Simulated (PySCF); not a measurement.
**Simulated absorption spectrum**

Compound: C₅H₁₀SSi.
SMILES: `CC#CCS[SiH2]C`

The calculation used TDDFT PBE0/def2-SVPD, vertical, gas phase, core orbitals frozen in the response in PySCF 2.14.0, density-fitted response routines. Isolated species at its GFN2-xTB geometry (one conformer only). Torsions of this conformer, `[CH3:1][C:2]#[C:3][CH2:4][S:5][SiH2:6][CH3:7]`: C3–C4–S5–Si6 66°, C4–S5–Si6–C7 176°.

Computed states:

```tsv
state	E (eV)	f
S1	5.26	0.0013
S2	5.90	0.040
S3	6.01	0.0052
S4	6.26	0.0011
S5	6.27	0.045
S6	6.50	0.0057
S7	6.62	0.015
S8	6.69	0.013
```

Each state is given a Gaussian of 0.3 eV full width at half maximum, with ε(max) = 2.175×10⁸ f / Δν̃ (Δν̃ the width in cm⁻¹). The width is an assumption, not a result. The curve ends short of the highest state used, and states not computed would add to its high-energy end.

(1) Give the broadened spectrum and its maxima.

(2) On this curve, what absorbance would a 10⁻⁴ mol/L sample give at 254 nm over a 1 cm path?

(3) Coming from long wavelengths, where does ε first pass 100 L mol⁻¹ cm⁻¹?

Answers

(1) 
λ (nm), ε (L mol⁻¹ cm⁻¹) and a bar:
```
    203.7       3102 #######################
    205.5       3316 #########################
    207.4       3784 ############################
    209.2       4042 ##############################
    211.1       3820 ############################
    213.0       3107 #######################
    214.8       2221 ################
    216.7       1350 ##########
    218.5        739 #####
    220.4        345 ###
    222.2        153 #
    224.1         67 
    226.0         44 
    227.8         51 
    229.7         71 #
    231.5         94 #
    233.4        112 #
    235.2        120 #
    237.1        116 #
    238.9        101 #
    240.8         80 #
    242.7         57 
    244.5         38 
    246.4         23 
    248.2         13 
    250.1          7 
    251.9          3 
    253.8          1 
    255.7          1 
    257.5          0
```

Maxima: 236 nm (5.26 eV), ε about 120, made up of S1 (100%); 209 nm (5.92 eV), ε about 4000, made up of S2 (89%) (ε in L mol⁻¹ cm⁻¹; maxima over ε = 5, shares over 10%). At its high-energy end, 6.09 eV, the curve is still rising (ε about 3100, from S2, S3 and S5).

(2) 254 nm is 4.881 eV, where ε is about 1.3 L mol⁻¹ cm⁻¹, so A = ε c l ≈ 0.00013 (Beer–Lambert, with the gas-phase spectrum and the assumed width).

(3) At about 239 nm (5.19 eV), 0.08 eV below S1.
